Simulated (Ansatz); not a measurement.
`CNC(N)=S` + H₂Se → `NC(=S)[SeH]` + CH₃NH₂  (substitution at a C–N bond)

Program: Ansatz. Geometries: PBE0-D4/def2-TZVP. ΔE: electronic, gas phase. CCSD(T)/CBS is the MP2 limit (def2-TZVPP, def2-QZVPP) plus CCSD(T) − MP2 in def2-TZVPP, frozen cores. Functionals use def2-TZVPP. For Se outer-core shells are correlated without core-valence functions, which leaves a few kJ/mol of doubt a bond. Scalar relativity is left out up to krypton. Each species was taken in one conformer, which may not be the lowest.

| level | ΔE (kcal/mol) | difference from CCSD(T)/CBS |
| --- | --- | --- |
| PBE-D4 | 10.1 | -0.2 |
| PBE0-D4 | 12.2 | 1.9 |
| ωB97M-V | 12.8 | 2.5 |
| B2PLYP | 10.5 | 0.2 |
| PBE | 10.0 | -0.3 |
| PBE0 | 12.1 | 1.8 |
| SCS-MP2/def2-TZVPP | 9.3 | -1.0 |
| CCSD(T)/def2-TZVPP | 10.4 | 0.1 |
| MP2/def2-QZVPP | 8.9 | -1.4 |
| HF/CBS(def2) | 16.3 | 6.0 |
| CCSD(T)/CBS | 10.3 | 0 |

Largest T1 diagnostic among the species: 0.015.

In def2-TZVPP, CCSD(T) changes the Hartree–Fock value by −5.8 kcal/mol (the triples alone add −1.2 kcal/mol) and MP2 by −7.3 kcal/mol. From PBE to PBE0 (25 % exact exchange), in def2-TZVPP and without D4, ΔE moves by +2.1 kcal/mol.
